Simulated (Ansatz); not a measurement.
Ideal-gas functions of H$_{6}$Sn$_{2}$, SMILES `[SnH3][SnH3]` at 800 K and 1 bar, from an Ansatz frequency run at PBE0-D4/def2-TZVP.

Molar mass 243.47 g/mol, point group D3d (symmetry number 6), electronic degeneracy 1, moments of inertia 15.446, 485.847, 485.847 u Å². Harmonic wavenumbers (cm⁻¹, unscaled): 66, 182, 293, 293, 443, 443, 628, 707, 729, 729, 732, 732, 1931, 1937, 1937, 1938, 1945, 1945.

Use S(trans) = R[1.5 ln M + 2.5 ln T − 1.1517]; rotational temperatures θ = 24.2544 K / I; S(rot) = R[ln(√π/σ · √(T³/θAθBθC)) + 1.5]; for each mode x = 1.438777 ν̃/T, S = R[x/(eˣ − 1) − ln(1 − e⁻ˣ)] and H = RT x/(eˣ − 1); 1 cm⁻¹ = 0.0119627 kJ/mol; R = 8.31446 J/(mol·K).

Question: By hand: the entropy, in J/(mol·K).

Answer: Translation 197.9. Rotation: θ = 1.5703, 0.0499, 0.0499 K, giving 108.8. Vibration, mode by mode: 26.04, 17.64, 13.74, 13.74, 10.42, 10.42, 7.73, 6.86, 6.63, 6.63, 6.60, 6.60, 1.19, 1.18, 1.18, 1.17, 1.16, 1.16, in all 140.1. Electronic 0.0. Sum 446.8 J/(mol·K).

Question: By hand: H − E and G − E in kJ/mol, counted from the electronic energy.

Answer: Zero-point energy ½ × 17610 × 0.0119627 = 105.3; thermal vibration 54.8; translation, rotation and pV give 4 RT = 26.6. H − E = 186.7 kJ/mol, and G − E = 186.7 − 800 × 446.8/1000 = -170.7 kJ/mol.

Vibration gives 31 % of the entropy, 26.0 J/(mol·K) of it from the mode under 150 cm⁻¹: soft modes count most, and the harmonic formula is weakest for them.
